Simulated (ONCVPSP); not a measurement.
# Configuration tests for Ti (Z = 22) (ONCV)

```json
{
 "Element": "titanium (Ti)",
 "Generator": "ONCVPSP 4.0.1",
 "Type": "optimised norm-conserving Vanderbilt (ONCV)",
 "Functional": "PBE",
 "Relativity": "scalar-relativistic",
 "Frozen core": "[Ne]",
 "Valence charge": "12",
 "Reference configuration": "3s2 3p6 3d2 (charge +2)",
 "Partial waves": "3s: rc 1.50 bohr, ncon 4, nbas 7, qcut 9.6 1/bohr, 2 projectors, debl 1.5 Ha; 3p: rc 1.75 bohr, ncon 4, nbas 7, qcut 8.9 1/bohr, 3 projectors, debl 1.4 Ha; 3d: rc 1.30 bohr, ncon 3, nbas 7, qcut 13.6 1/bohr, 2 projectors, debl 1.8 Ha",
 "Local potential": "polynomial inside 1.05 bohr (lpopt 5, dvloc0 0 Ha)",
 "Core correction": "polynomial model core, fcfact 0.6"
}
```

In the s channel the program set the typed energies aside and used -2.887, 0.250 Ha. In the p channel the program set the typed energies aside and used -2.013, 0.250, 1.650 Ha.

Energies are relative to the spin-unpolarised reference configuration 3s2 3p6 3d2; without spin polarisation the order of configurations can differ from experiment.

Give the all-electron excitation energy and the error of the potential for: 3s2 3p6 3d2 4s2; 3s2 3p6 3d2 4s1; 3s2 3p6 3d1; 3s2 3p6 3d2.5 4s1.5.

```
valence configuration  charge  ΔE all-electron (eV)  error AE − PS (meV)
      3s2 3p6 3d2 4s2       0               -20.919                 +1.8
      3s2 3p6 3d2 4s1      +1               -13.572                 +0.9
          3s2 3p6 3d1      +3                26.948                  +16
  3s2 3p6 3d2.5 4s1.5       0               -20.566                 +0.6
```
